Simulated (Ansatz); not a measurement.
Wavefunction ladder for AsH$_{4}$NTe (`N[AsH][TeH]`)

```xyz
7

N     0.6386    0.7912   -1.0060
As   -0.7529   -0.4065   -0.8693
Te   -0.2653   -1.8871    1.2301
H     1.4451    0.3722   -1.4500
H     0.9285    1.2170   -0.1359
H    -1.6382    0.5448   -0.0800
H    -0.3558   -0.6316    2.3111
```

Total charge 0; spin multiplicity 1. Correlated methods include outer-core shells of As, Te, which these sets cover unevenly. Scalar relativity is left out up to krypton. Te takes the def2 core potential. The structure was optimised at the PBE0-D4/def2-TZVP level. It is one conformer, not always the lowest. Frozen core, restricted reference, the Gaussian-basis code of Ansatz.

```
     basis      HF (Eh)  MP2 corr.  CCSD corr.       (T)  CCSD(T) total
  def2-SVP  -2557.65411   -0.53058    -0.55888  -0.01657    -2558.22956
def2-TZVPP            ?   -0.95445    -0.94725         ?              ?
def2-QZVPP            ?          ?           –         –              –
```

(1) Fill in the withheld values. (Estimate.)

Answers

(1) The calculation gave: def2-TZVPP HF (Eh): -2558.01848; def2-TZVPP (T): -0.03131; def2-TZVPP CCSD(T) total: -2558.99704; def2-QZVPP HF (Eh): -2558.06877; def2-QZVPP MP2 corr.: -1.41334.
